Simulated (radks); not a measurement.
Question: These are the eigenvalues of the occupied orbitals of an atom or ion with whole-number occupations (eV). All-electron calculation, non-relativistic Kohn-Sham, PBE, spin-polarised, spherical densities, point nucleus. Program: a radial shooting solver on a logarithmic mesh with Libxc functionals.

1s up: -61969.83
1s down: -61969.83
2s up: -10157.94
2s down: -10157.81
2p up: -9730.484
2p down: -9730.382
3s up: -2311.799
3s down: -2311.764
3p up: -2114.434
3p down: -2114.396
3d up: -1746.605
3d down: -1746.525
4s up: -462.5333
4s down: -462.4397
4p up: -380.6220
4p down: -380.5223
4d up: -231.7187
4d down: -231.5931
5s up: -67.6776
5s down: -66.1781
5p up: -44.7393
5p down: -42.9582
4f up: -39.0917
4f down: -38.8139
5d up: -12.2380
6s up: -10.9396

Which element is it, and in what charge state? The configuration may be excited. Open shells, if any, are filled with parallel spins first.

Answer: Z = 73, tantalum, charge +1: Ta+ in [Xe] 4f14 5d3 6s1. The list shows which subshells hold electrons but not how many an open one holds; the 1s level, -2277.3 hartree, gives Z - s = 67.5 by -(Z - s)^2/2, which with screening narrows Z to a few neighbours, and the depths of the outer levels then fix element, charge and occupations together.
